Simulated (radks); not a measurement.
Results of a calculation; reference values are marked as such.
Task: These are the eigenvalues of the occupied orbitals of an atom or ion with whole-number occupations (hartree). Level of theory: scalar-relativistic Kohn-Sham, PBE, spin-polarised, spherical densities, finite nucleus; Fermi nuclear charge, rms radius of each element as measured or else 0.836 A^(1/3) + 0.57 fm (a radial shooting solver on a logarithmic mesh with Libxc functionals).

| orbital | eigenvalue |
|---|---|
| 1s down | -301.9135 |
| 1s up | -301.9134 |
| 2s up | -36.18258 |
| 2s down | -36.16360 |
| 2p up | -31.14328 |
| 2p down | -31.12902 |
| 3s up | -4.21997 |
| 3s down | -4.18068 |
| 3p up | -2.76786 |
| 3p down | -2.72935 |
| 3d up | -0.49245 |
| 3d down | -0.45856 |

Which element is it, and in what charge state? The configuration may be excited. Open shells, if any, are filled with parallel spins first.

Result: Z = 28, nickel, charge +1: Ni+ in [Ar] 3d9. The list shows which subshells hold electrons but not how many an open one holds; the 1s level, -301.91 hartree, gives Z - s = 24.6 by -(Z - s)^2/2, which with screening and relativity narrows Z to a few neighbours, and the depths of the outer levels then fix element, charge and occupations together.
